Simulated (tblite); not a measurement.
A geometry optimisation, step by step.

Compound: C₄H₁₂OSi.
Bonds: C1–C2, C2–C3, C3–C4, C4–O5, O5–Si6. Hydrogens: H7, H8, H9 on C1; H10, H11 on C2; H12, H13 on C3; H14, H15 on C4; H16, H17, H18 on Si6.

Computed with GFN2-xTB (tblite), gas phase: L-BFGS steps from a force-field or distance-geometry start until the largest atomic force falls under 0.01 eV/Å. 6 of its 96 geometries are shown.

Step 0: E = -558.0336 eV, largest atomic force 2.366 eV/Å
```
atom  x, y, z in Å  |  force x, y, z in eV/Å
C1     -2.861   -0.256    0.105   -0.195   0.053   0.905
C2     -1.443   -0.155   -0.434   -0.189  -1.093   0.414
C3     -0.601    0.298    0.741   -0.372   2.085   0.299
C4      0.860    0.472    0.422    0.195   0.030   1.213
O5      1.451   -0.724    0.017    2.304   0.137  -0.519
Si6     3.091   -0.403   -0.295   -0.150  -0.936   0.598
H7     -2.750   -0.493    1.196   -0.571  -0.032  -0.951
H8     -3.449   -1.041   -0.378    0.022   0.394   0.062
H9     -3.345    0.723    0.046   -0.171  -0.353  -0.077
H10    -1.385    0.536   -1.283    0.188  -0.337   0.200
H11    -1.123   -1.181   -0.693    0.086   0.550  -0.317
H12    -0.744   -0.295    1.661    0.210  -0.176  -0.684
H13    -0.967    1.338    1.026    0.314  -0.883  -0.190
H14     1.082    1.226   -0.329   -0.479   0.344  -0.064
H15     1.349    0.788    1.378   -0.186   0.122  -0.480
H16     3.939   -1.618   -0.134   -0.697   0.337  -0.076
H17     3.361    0.214   -1.589   -0.274   0.002  -0.109
H18     3.526    0.577    0.738   -0.035  -0.243  -0.224
```

Step 19: E = -558.7289 eV, largest atomic force 0.221 eV/Å
```
atom  x, y, z in Å  |  force x, y, z in eV/Å
C1     -2.927   -0.294    0.080    0.096  -0.014  -0.108
C2     -1.453   -0.222   -0.321    0.106   0.063  -0.017
C3     -0.583    0.332    0.813    0.072  -0.114  -0.026
C4      0.865    0.681    0.454   -0.007  -0.039  -0.024
O5      1.645   -0.448    0.155    0.015   0.100  -0.020
Si6     3.212   -0.417   -0.270    0.076   0.055  -0.092
H7     -3.044   -0.702    1.083    0.025   0.053  -0.058
H8     -3.463   -0.937   -0.613   -0.055  -0.038  -0.022
H9     -3.386    0.692    0.033    0.038  -0.012   0.165
H10    -1.363    0.422   -1.200    0.063  -0.018   0.009
H11    -1.107   -1.219   -0.605    0.081   0.091   0.087
H12    -0.544   -0.405    1.617   -0.070   0.004   0.050
H13    -1.038    1.246    1.205   -0.021  -0.051  -0.029
H14     0.905    1.382   -0.392   -0.098  -0.039   0.090
H15     1.315    1.166    1.331   -0.039   0.150  -0.091
H16     3.530   -1.831   -0.177   -0.042  -0.010  -0.001
H17     3.395    0.136   -1.628   -0.072  -0.055   0.155
H18     4.034    0.424    0.628   -0.169  -0.127  -0.066
```

Step 38: E = -558.7910 eV, largest atomic force 0.071 eV/Å
```
atom  x, y, z in Å  |  force x, y, z in eV/Å
C1     -2.862   -0.320    0.050   -0.019  -0.033   0.008
C2     -1.383   -0.238   -0.303    0.013   0.018   0.034
C3     -0.581    0.345    0.859    0.026   0.041   0.052
C4      0.827    0.764    0.452    0.017   0.009   0.001
O5      1.613   -0.364    0.204    0.010   0.010  -0.003
Si6     3.157   -0.444   -0.273   -0.015  -0.031   0.025
H7     -3.007   -0.835    0.996    0.024  -0.034   0.002
H8     -3.413   -0.858   -0.717   -0.027   0.029  -0.039
H9     -3.279    0.682    0.143   -0.023  -0.047  -0.006
H10    -1.260    0.401   -1.181    0.005  -0.004  -0.013
H11    -0.991   -1.224   -0.553   -0.021  -0.002   0.012
H12    -0.496   -0.392    1.659   -0.043  -0.022   0.013
H13    -1.102    1.218    1.257    0.021   0.043  -0.021
H14     0.778    1.389   -0.449    0.053   0.018   0.015
H15     1.289    1.355    1.254   -0.024  -0.004  -0.037
H16     3.343   -1.884   -0.217    0.004   0.002   0.004
H17     3.322    0.107   -1.621    0.019   0.032  -0.012
H18     4.037    0.303    0.636   -0.020  -0.025  -0.036
```

Step 57: E = -558.8085 eV, largest atomic force 0.047 eV/Å
```
atom  x, y, z in Å  |  force x, y, z in eV/Å
C1     -2.843   -0.383    0.046    0.008  -0.003  -0.004
C2     -1.364   -0.217   -0.279    0.002   0.000  -0.002
C3     -0.591    0.433    0.866    0.000   0.015   0.010
C4      0.836    0.785    0.459    0.006   0.014   0.004
O5      1.581   -0.371    0.214    0.008   0.000   0.015
Si6     3.117   -0.478   -0.283    0.000  -0.040   0.006
H7     -2.978   -1.040    0.902   -0.002   0.004  -0.014
H8     -3.369   -0.807   -0.806   -0.011  -0.037   0.027
H9     -3.297    0.579    0.279    0.030  -0.006   0.003
H10    -1.259    0.401   -1.174   -0.012   0.015   0.001
H11    -0.920   -1.190   -0.492   -0.003  -0.003  -0.028
H12    -0.558   -0.243    1.722   -0.001  -0.008  -0.001
H13    -1.090    1.353    1.177   -0.017   0.015  -0.006
H14     0.816    1.407   -0.445    0.013   0.023  -0.008
H15     1.322    1.365    1.255   -0.012   0.011   0.017
H16     3.272   -1.921   -0.272   -0.010  -0.014   0.002
H17     3.287    0.118   -1.611    0.007   0.017  -0.017
H18     4.028    0.217    0.635   -0.006  -0.003  -0.003
```

Step 76: E = -558.8168 eV, largest atomic force 0.035 eV/Å
```
atom  x, y, z in Å  |  force x, y, z in eV/Å
C1     -2.797   -0.453    0.058    0.012  -0.010  -0.015
C2     -1.344   -0.179   -0.310    0.007   0.015   0.008
C3     -0.607    0.507    0.837    0.014   0.001   0.005
C4      0.839    0.841    0.486    0.015   0.000  -0.007
O5      1.566   -0.331    0.264   -0.017  -0.030  -0.002
Si6     3.076   -0.523   -0.279    0.001  -0.015  -0.014
H7     -2.854   -1.150    0.890   -0.009   0.001   0.016
H8     -3.333   -0.881   -0.785   -0.003  -0.018  -0.014
H9     -3.295    0.470    0.349   -0.012  -0.004  -0.011
H10    -1.304    0.458   -1.198   -0.002   0.004   0.015
H11    -0.838   -1.117   -0.547   -0.001   0.026  -0.007
H12    -0.611   -0.148    1.710    0.003   0.002   0.010
H13    -1.118    1.436    1.102    0.001   0.001   0.008
H14     0.875    1.472   -0.410   -0.022   0.011  -0.019
H15     1.301    1.402    1.309    0.008   0.011   0.011
H16     3.126   -1.975   -0.310    0.004   0.004   0.008
H17     3.255    0.094   -1.598   -0.006   0.002   0.000
H18     4.056    0.084    0.627    0.006   0.000   0.009
```

Step 95: E = -558.8203 eV, largest atomic force 0.009 eV/Å
```
atom  x, y, z in Å  |  force x, y, z in eV/Å
C1     -2.777   -0.487    0.055    0.002   0.000  -0.003
C2     -1.341   -0.137   -0.311    0.005   0.000  -0.003
C3     -0.608    0.538    0.846    0.000   0.000  -0.001
C4      0.841    0.858    0.489    0.000   0.001  -0.003
O5      1.548   -0.327    0.269    0.003   0.002   0.000
Si6     3.052   -0.548   -0.278    0.000  -0.003  -0.004
H7     -2.801   -1.165    0.905    0.001  -0.002   0.002
H8     -3.277   -0.969   -0.782   -0.006   0.000   0.000
H9     -3.333    0.411    0.318   -0.006   0.001   0.002
H10    -1.337    0.529   -1.177    0.002   0.001   0.000
H11    -0.799   -1.044   -0.585    0.002  -0.003  -0.003
H12    -0.614   -0.123    1.714    0.000   0.002   0.004
H13    -1.113    1.468    1.117   -0.002   0.002   0.007
H14     0.875    1.482   -0.413    0.000   0.003  -0.001
H15     1.314    1.419    1.305   -0.001  -0.003   0.000
H16     3.075   -2.001   -0.311    0.000  -0.002  -0.003
H17     3.236    0.074   -1.595    0.001  -0.007   0.006
H18     4.050    0.029    0.629   -0.001   0.008   0.001
```

Question: Summarise the path.

Answer: The energy falls by 0.7867 eV from step 0 to step 95; nine tenths of that is first reached at step 21. It falls at every step. The largest force goes from 2.366 to 0.009 eV/Å. Among the bonds O5–Si6 changes most, from 1.700 to 1.616 Å; the atoms move by 0.458 Å rms after alignment.

What follows is the cost of the whole relaxation. The run took 0.92 s of wall time on Arm Neoverse N1, one thread, shared host with 64 logical CPUs at a one-minute load of 58.
